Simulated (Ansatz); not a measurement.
`OCC(F)[SiH3]` from Hartree–Fock to CCSD(T)

```xyz
12

O    -0.2817    0.6882   -1.7139
C    -0.9436    0.7854   -0.4750
C    -0.0843    0.3467    0.6822
F     0.9214    1.3107    0.8749
Si    0.7686   -1.3401    0.4231
H     0.4861    1.2667   -1.6848
H    -1.8189    0.1328   -0.5335
H    -1.2991    1.8094   -0.2921
H    -0.6913    0.3329    1.5961
H     1.8425   -1.2321   -0.5918
H     1.3574   -1.7725    1.7169
H    -0.2570   -2.3281   -0.0020
```

Total charge 0; spin multiplicity 1. The structure was optimised at the PBE0-D4/def2-TZVP level. It is one conformer, not always the lowest. Frozen core, restricted reference, the Gaussian-basis code of Ansatz. CBS rows extrapolate triple and quadruple zeta; past MP2 they add the triple-zeta difference.

```json
{"basis": "def2-TZVPP", "HF (Eh)": "-543.14236", "MP2 corr.": "-0.95949"}
{"basis": "def2-QZVPP", "HF (Eh)": "-543.16288", "MP2 corr.": "-1.03516"}
```

(1) Estimate the CCSD correlation energy and the (T) correction in each basis where they were run (hartree).

Answers

(1) 
```json
{"basis": "def2-TZVPP", "CCSD corr.": "-1.00345", "(T)": "-0.03504"}
{"basis": "CBS(def2)", "CCSD corr.": "-1.13517", "(T)": "as TZ"}
```
